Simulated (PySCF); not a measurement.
cyclopropanecarbaldehyde (C4H6O), SMILES O=CC1CC1.

Coordinates come from a B3LYP-D3(BJ)/def2-SVP optimisation. Other conformers were not sampled.

Two levels are set side by side: PBE/def2-TZVP (PySCF) and ωB97X/def2-TZVP (PySCF). Same geometry, gas phase. Differences are taken from unrounded values.

| quantity | PBE |
|---|---|
| orbital gap (eV) | 3.91 |
| highest occupied level (eV) | -5.83 |
| lowest empty level (eV) | -1.92 |
| dipole moment (D) | 2.75 |
| mean polarisability (bohr³) | 50.5 |

These are the PBE values. What does ωB97X give? (The exact figures need the calculation; the answer reports its results.)


```csv
quantity,ωB97X,PBE minus ωB97X
orbital gap (eV),11.40,-7.49
highest occupied level (eV),-9.90,4.07
lowest empty level (eV),1.51,-3.42
dipole moment (D),2.88,-0.13
mean polarisability (bohr³),48.1,2.4
```

Without exact exchange PBE keeps part of each electron's self-repulsion, which lifts occupied levels and narrows the gap. Loosely held outer electrons make PBE densities more polarisable. Differences between two approximate levels are no errors against the true value.

Rough cost on one machine, each run with all the roots and properties that it gave: ωB97X against PBE within a factor of 2.
